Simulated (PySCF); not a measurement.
## Exercise with solution: chemical shift, span and skew from a shielding tensor

C₂H₆N₂OSi, SMILES N[Si@@H]1COC=N1. Atoms are numbered in the order given.

```xyz
12

N      2.1274     0.2009     0.6465
Si     0.7292     0.3947    -0.3393
C     -0.8228     0.9571     0.6431
O     -1.7751    -0.1117     0.4161
C     -1.2675    -1.0788    -0.3935
N     -0.1017    -1.0657    -0.8964
H      2.1186    -0.4335     1.4400
H      3.0495     0.2365     0.2231
H      1.1379     1.2755    -1.4627
H     -1.2756     1.8965     0.2886
H     -0.6617     1.0493     1.7294
H     -2.0144    -1.8735    -0.5460
```
Charge 0, spin multiplicity 1.

The structure is a stationary point at B3LYP-D3(BJ)/def2-SVP. The structure was generated by enumeration; whether it is a known compound was not checked. Other conformers were not sampled.

GIAO shieldings from PBE0/pcSseg-1 in PySCF, non-relativistic, no solvent. The symmetric part of the tensor of Si2 has the principal values 303.8, 359.6, 382.3 ppm. The same nucleus in TMS has σ = 352.7 ppm at this level (PySCF, at its B3LYP-D3(BJ)/def2-TZVP geometry).

Question: Work out the isotropic shielding, the ²⁹Si shift against TMS, the span and the skew.

Answer: 
σ(iso) = (σ11 + σ22 + σ33)/3 = 348.6 ppm. δ = σ(ref) − σ(iso) = 352.7 − (348.6) = 4.1 ppm.
Span Ω = σ33 − σ11 = 78.5 ppm. Skew κ = 3(σ(iso) − σ22)/Ω = -0.42. Tumbling in solution averages the tensor to δ; in a static solid the shielding alone would spread this spin-1/2 line over Ω.
